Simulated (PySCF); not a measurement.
All of these have the formula C5H10NP. Theory: TDDFT B3LYP/def2-SVPD, vertical, gas phase, core orbitals frozen in the response in PySCF 2.14.0, density-fitted response routines. Geometries: GFN2-xTB; one conformer of each isolated species. Triplets are in the Tamm–Dancoff approximation.

A. `C=PN1CCCC1`
B. `CC(C)(C)NC#P`
C. `C=P1(N(C)C)C=C1`

Lowest singlet levels (six at most, fewer where fewer were computed) with oscillator strengths:

1. 381 nm (f 0.012); 285 nm (f 0.098); 265 nm (f 0.004); 253 nm (f 0.021); 244 nm (f 0.004); 222 nm (f 0.028); T1 2.74 eV
2. 381 nm (f 0.000); 268 nm (f 0.012); 247 nm (f 0.002); 224 nm (f 0.001); 206 nm (f 0.003); 200 nm (f 0.034); T1 2.88 eV
3. 267 nm (f 0.180); 237 nm (f 0.023); 224 nm (f 0.009); 217 nm (f 0.030); 201 nm (f 0.018); 200 nm (f 0.017); T1 2.81 eV

**Question.** Match each spectrum to its molecule.

**Answer.** 1 = C, 2 = B, 3 = A.
- A: S1 at 4.65 eV, HOMO→LUMO (94%); Löwdin shares by element: HOMO carbon 33% or more, nitrogen 29%, phosphorus 14%, hydrogen 5% or more (atoms not listed hold the other 19%); LUMO phosphorus 47%, carbon 30% or more, nitrogen 12%; HOMO -5.71 and LUMO -0.84 eV.
- B: S1 at 3.25 eV, HOMO→LUMO (99%); Löwdin shares by element: HOMO phosphorus 44%, carbon 28% or more, nitrogen 21%; LUMO phosphorus 52%, carbon 30% or more, nitrogen 8%; HOMO -5.71 and LUMO -1.05 eV.
- C: S1 at 3.25 eV, HOMO→LUMO (95%); Löwdin shares by element: HOMO carbon 58% or more, phosphorus 17%, hydrogen 7% or more (atoms not listed hold the other 18%); LUMO carbon 74% or more, hydrogen 12% or more; HOMO -5.04 and LUMO -0.89 eV.
B and C have S1 within 0.01 eV of each other; their strongest listed levels stand at 6.21 eV (f 0.034) and 4.35 eV (f 0.098).
